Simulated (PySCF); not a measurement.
The PySCF input:
```python
from pyscf import gto, scf, dft

mol = gto.M(
    atom='''
B    -0.62642433    1.18300324    0.24601012
O    -1.33948341    0.02486049    0.22970691
B    -0.71480732   -1.15811031   -0.01600341
O     0.62560781   -1.18146124   -0.24568946
B     1.34123166   -0.02489294   -0.23000671
O     0.71387560    1.15660075    0.01598255
H    -1.16486750    2.19985392    0.45746817
H    -1.32922010   -2.15356426   -0.02975915
H     2.49408760   -0.04628966   -0.42770903
''',
    basis='3-21g',
    verbose=4,
)

mf = dft.RKS(mol)
mf.xc = 'm06l'
mf.kernel()
mf.analyze()
```

**Question.** What total energy does M06L/3-21G (PySCF) give?

**Answer.** -300.6296 Eh

**Question.** Give the number of basis functions at the level M06L/3-21G.

**Answer.** 60

**Question.** What HOMO-LUMO gap does M06L/3-21G give?

**Answer.** 7.16 eV

**Question.** What dipole moment does M06L/3-21G give?

**Answer.** 0.00 D

**Question.** Estimate the nuclear repulsion energy that M06L/3-21G returns for this input.

**Answer.** 203.3392 Eh

**Question.** Estimate the HOMO energy that M06L/3-21G returns for this input.

**Answer.** -8.23 eV
